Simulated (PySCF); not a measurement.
# Worked example: chemical shift, span and skew from a shielding tensor

CH₅FO₂Si₂, SMILES F[Si@H]1OC[SiH2]O1. Atoms are numbered in the order given.

```xyz
11

F      2.2345    -0.1996    -0.4809
Si     0.9947    -0.1990     0.5567
O      0.2345     1.2748     0.5634
C     -1.0280     1.3774    -0.1181
Si    -1.6025    -0.4260    -0.4996
O     -0.1954    -1.2131    -0.0011
H      1.5311    -0.5652     1.8731
H     -1.7341     1.9244     0.5283
H     -0.9034     1.9732    -1.0394
H     -2.7641    -0.8711     0.3163
H     -1.8744    -0.6728    -1.9401
```

Coordinates come from a B3LYP-D3(BJ)/def2-SVP optimisation. The structure was generated by enumeration; whether it is a known compound was not checked. Other conformers were not sampled.

GIAO shieldings from PySCF with PBE/pcSseg-1, non-relativistic, no solvent. The symmetric part of the tensor of C4 has the principal values 89.3, 98.4, 184.3 ppm. The same nucleus in TMS has σ = 182.0 ppm at this level (PySCF, at its B3LYP-D3(BJ)/def2-TZVP geometry).

### Question
Work out the isotropic shielding, the ¹³C shift against TMS, the span and the skew.

### Answer

σ(iso) = (σ11 + σ22 + σ33)/3 = 124.0 ppm. δ = σ(ref) − σ(iso) = 182.0 − (124.0) = 58.0 ppm.
Span Ω = σ33 − σ11 = 95.0 ppm. Skew κ = 3(σ(iso) − σ22)/Ω = 0.81. Tumbling in solution averages the tensor to δ; in a static solid the shielding alone would spread this spin-1/2 line over Ω.
